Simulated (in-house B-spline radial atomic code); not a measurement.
A fraction x of an electron is removed from 4d in Cd VI (Cd5+), starting from [Kr] 4d7 and keeping the highest spin. Method: scalar-relativistic (X2C) PBE, spin-polarised, spherical fractional occupations, Fermi nucleus of rms radius 4.6087 fm. Calculated with a B-spline radial code for spherical atoms.

```csv
x,E(x) - E(0) (eV),4d down level (eV)
0,0.0000,-78.780
0.08,6.3590,-80.196
0.19,15.2880,-82.152
0.28,22.7540,-83.760
0.45,37.2527,-86.817
0.5,41.6161,-87.720
0.62,52.2730,-89.897
0.65,54.9781,-90.442
0.81,69.6825,-93.366
0.93,81.0186,-95.572
1,87.7538,-96.863
```

The exact functional would give a straight line between the two integer points. Deviations E(x) - E(0) - x[E(1) - E(0)], in eV: -0.661 at x = 0.08, -1.385 at x = 0.19, -1.817 at x = 0.28, -2.237 at x = 0.45, -2.261 at x = 0.5, -2.134 at x = 0.62, -2.062 at x = 0.65, -1.398 at x = 0.81, -0.592 at x = 0.93.

The curve lies below the straight line by up to 2.261 eV (at x = 0.5): convex, the delocalisation error that favours fractional charges.

(1) How well does Slater's transition state (minus the level at half occupation) give the ionisation energy?

Results:

(1) It gives 87.720 eV against 87.754 eV from the two total energies; NIST lists 87.00 eV, ground level to ground level.
